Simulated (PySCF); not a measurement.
F2GaH.

```xyz
4

Ga     0.0000     0.0000    -0.3203
H      0.0000     0.0000    -1.8535
F      0.0000    -1.4470     0.6546
F      0.0000     1.4470     0.6546
```
Charge 0, spin multiplicity 1.

The structure is a stationary point at ωB97X-D3(BJ)/def2-TZVP.

All values below come from PySCF with PBE0/pcSseg-2. Non-relativistic, no solvent.

Computed absolute GIAO shielding of each atom: isotropic value and principal components (ppm):
```csv
atom,σ(iso),σ11,σ22,σ33,span
Ga1,1572.8,1331.6,1586.3,1800.4,468.8
H2,25.7,19.5,19.8,37.9,18.3
F3,324.4,193.7,361.7,417.9,224.1
F4,324.4,193.7,361.7,417.9,224.1
```
